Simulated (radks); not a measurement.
Question: The mean radii <r> (bohr) of the occupied orbitals of an atom or ion are listed with their occupations. Method: scalar-relativistic Kohn-Sham, r2SCAN, spin-polarised, spherical densities, finite nucleus; meta-GGA in the generalised Kohn-Sham scheme; Fermi nuclear charge, rms radius of each element as measured or else 0.836 A^(1/3) + 0.57 fm; computed with a radial shooting solver on a logarithmic mesh with Libxc functionals.

orbital  occ.      <r>
1s up       1  0.06352
1s down     1  0.06353
2s up       1   0.2885
2s down     1   0.2885
2p up       3   0.2552
2p down     3   0.2550
3s up       1   0.7517

Name the element and its charge. Open shells, if any, are filled with parallel spins first.

Answer: Z = 24, chromium, charge +13: Cr13+ in [Ne] 3s1. The 1s radius gives Z: for a bare nucleus <r> = (2 gamma + 1)/(2Z) with gamma = sqrt(1 - (Z/c)^2), 0.06186 bohr for Z = 24, and screening makes it slightly larger (0.06352 here). The occupations add up to 11, and the charge is Z minus that.
